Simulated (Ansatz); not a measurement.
Consider the ligand exchange at a B–C bond: `OBCCBr` + `N[SiH3]` → `OBN[SiH3]` + `CCBr`.

Computed with Ansatz on PBE0-D4/def2-TZVP structures; ΔE is electronic, products minus reactants. CCSD(T)/CBS is the MP2 limit (def2-TZVPP, def2-QZVPP) plus CCSD(T) − MP2 in def2-TZVPP, frozen cores. This one scheme is used for every species. DFT in def2-TZVPP. For Br outer-core shells are correlated without core-valence functions, which leaves a few kJ/mol of doubt a bond. Scalar relativity is left out up to krypton. Each species was taken in one conformer, which may not be the lowest.

`OBCCBr`:

Z-matrix (Å, degrees):
```
C
B 1 1.569
C 1 1.510 2 116.3
H 1 1.103 2 105.6 3 -119.8
H 1 1.094 2 110.8 3 127.5
O 2 1.353 1 118.5 3 19.3
H 2 1.204 1 121.6 3 -164.0
Br 3 1.954 1 111.1 2 71.0
H 3 1.088 1 113.1 2 -171.5
H 3 1.088 1 112.4 2 -46.5
H 6 0.960 2 113.7 1 178.3
```

`N[SiH3]`:

```xyz
7

N    -0.418   -0.606    0.772
Si    0.328    0.412   -0.397
H    -0.277   -1.603    0.726
H    -1.347   -0.393    1.097
H     1.762    0.034   -0.482
H    -0.233    0.339   -1.780
H     0.186    1.817    0.064
```

`OBN[SiH3]`:

Z-matrix (Å, degrees):
```
Si
N 1 1.742
H 1 1.487 2 106.6
H 1 1.485 2 111.7 3 -119.1
H 1 1.485 2 111.6 3 119.1
B 2 1.410 1 125.7 3 -179.6
H 2 1.007 1 117.3 3 0.4
O 6 1.369 2 117.2 1 -0.0
H 6 1.201 2 121.4 1 179.9
H 8 0.957 6 113.4 2 180.0
```

`CCBr`:

Cartesian coordinates in Å:
```
C 0.418 0.663 0.202
C -0.187 -0.652 -0.214
Br -2.132 -0.624 -0.069
H 1.507 0.607 0.107
H 0.177 0.898 1.239
H 0.061 1.479 -0.427
H 0.136 -1.477 0.417
H 0.020 -0.894 -1.255
```

```json
{"level": "r2SCAN-D4", "ΔE (kJ/mol)": "-118.2", "difference from CCSD(T)/CBS": "-2.9"}
{"level": "ωB97M-V", "ΔE (kJ/mol)": "-115.3", "difference from CCSD(T)/CBS": "0.0"}
{"level": "r2SCAN", "ΔE (kJ/mol)": "-118.6", "difference from CCSD(T)/CBS": "-3.3"}
{"level": "HF/def2-TZVPP", "ΔE (kJ/mol)": "-124.9", "difference from CCSD(T)/CBS": "-9.6"}
{"level": "MP2/def2-TZVPP", "ΔE (kJ/mol)": "-116.7", "difference from CCSD(T)/CBS": "-1.4"}
{"level": "CCSD/def2-TZVPP", "ΔE (kJ/mol)": "-116.7", "difference from CCSD(T)/CBS": "-1.4"}
{"level": "HF/def2-QZVPP", "ΔE (kJ/mol)": "-125.3", "difference from CCSD(T)/CBS": "-10.0"}
{"level": "MP2/def2-QZVPP", "ΔE (kJ/mol)": "-116.4", "difference from CCSD(T)/CBS": "-1.1"}
{"level": "HF/CBS(def2)", "ΔE (kJ/mol)": "-125.3", "difference from CCSD(T)/CBS": "-10.0"}
{"level": "CCSD/CBS(def2)", "ΔE (kJ/mol)": "-115.9", "difference from CCSD(T)/CBS": "-0.6"}
{"level": "CCSD(T)/CBS", "ΔE (kJ/mol)": "-115.3", "difference from CCSD(T)/CBS": "0"}
```

Largest T1 diagnostic among the species: 0.012.

In def2-TZVPP, CCSD(T) changes the Hartree–Fock value by +8.9 kJ/mol (the triples alone add +0.7 kJ/mol) and MP2 by +8.2 kJ/mol.
